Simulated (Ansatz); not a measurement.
`C[SiH]1[SiH2]O[SiH2]1` + H₂ → `O1[SiH2][SiH2][SiH2]1` + CH₄  (hydrogenolysis of the Si–C bond)

Gas-phase electronic energies from Ansatz, PBE0-D4/def2-TZVP geometries. CBS: MP2 limit from def2 TZ/QZ plus the TZ coupled-cluster correction, frozen cores. This one scheme is used for every species. Functionals use def2-TZVPP. B3LYP here is the variant with VWN-RPA as its local correlation; programs differ in this.

```csv
level,ΔE (eV)
PBE0-D4,-0.31
PBE,-0.34
r2SCAN,-0.32
B3LYP,-0.43
CCSD(T)/def2-TZVPP,-0.34
HF/def2-QZVPP,-0.56
MP2/def2-QZVPP,-0.27
MP2/CBS(def2),-0.26
```

(1) What does CCSD(T)/CBS give? (Best estimate.)

Largest T1 diagnostic among the species: 0.014.

Answers

(1) The calculation gave: -0.32 eV. The listed levels differ from it by 0.01, -0.02, 0.00, -0.11, -0.02, -0.24, 0.05, 0.06 eV.

In def2-TZVPP, CCSD(T) changes the Hartree–Fock value by +0.22 eV (the triples alone add +0.04 eV) and MP2 by +0.28 eV. The D4 term adds +0.09 eV with B3LYP and +0.05 eV with PBE0; it sums over pairs of atoms, weighted by their polarisabilities, and B3LYP, whose exchange is more repulsive, gets the larger term.
